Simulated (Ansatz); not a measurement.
Reaction (substitution at a C–N bond): `C#C[NH][SnH3]` + `SS` → `C#CSS` + `[NH2][SnH3]`

Isolated molecules relaxed with PBE0-D4/def2-TZVP in Ansatz; ΔE leaves out vibrations. CCSD(T)/CBS is the MP2 limit (def2-TZVPP, def2-QZVPP) plus CCSD(T) − MP2 in def2-TZVPP, frozen cores. This one scheme is used for every species. Functionals use def2-TZVPP. B3LYP here is the variant with VWN-RPA as its local correlation; programs differ in this. HSE06 is defined as in plane-wave codes. def2 core potentials past Kr. For Sn outer-core shells are correlated without core-valence functions, which leaves a few kJ/mol of doubt a bond. One conformer a species, not always the lowest.

| level | ΔE (kJ/mol) | difference from CCSD(T)/CBS |
| --- | --- | --- |
| PBE-D4 | -9.1 | 0.5 |
| B2PLYP | -8.3 | 1.3 |
| B3LYP | -4.0 | 5.6 |
| r2SCANh | -6.1 | 3.5 |
| r2SCAN0 | -2.8 | 6.8 |
| HSE06 | -3.0 | 6.6 |
| CAM-B3LYP | 1.0 | 10.6 |
| RPA@PBE/def2-TZVPP | -8.7 | 0.9 |
| CCSD(T)/def2-TZVPP | -9.3 | 0.3 |
| MP2/CBS(def2) | -14.9 | -5.3 |
| CCSD(T)/CBS | -9.6 | 0 |

Largest T1 diagnostic among the species: 0.014.

At CCSD(T), def2-SVP lies +16.9 kJ/mol from the extrapolated value and def2-TZVPP +0.3 kJ/mol. Leaving LDA and LC-ωPBE aside and taking each functional with its dispersion term where it has one, the values, not all of them listed here, spread over 13.0 kJ/mol, from revPBE-D4 to BHLYP-D4. LDA lies +8.7 kJ/mol from PBE without D4. In def2-TZVPP, CCSD(T) changes the Hartree–Fock value by −19.2 kJ/mol (the triples alone add −4.5 kJ/mol) and MP2 by −24.5 kJ/mol.
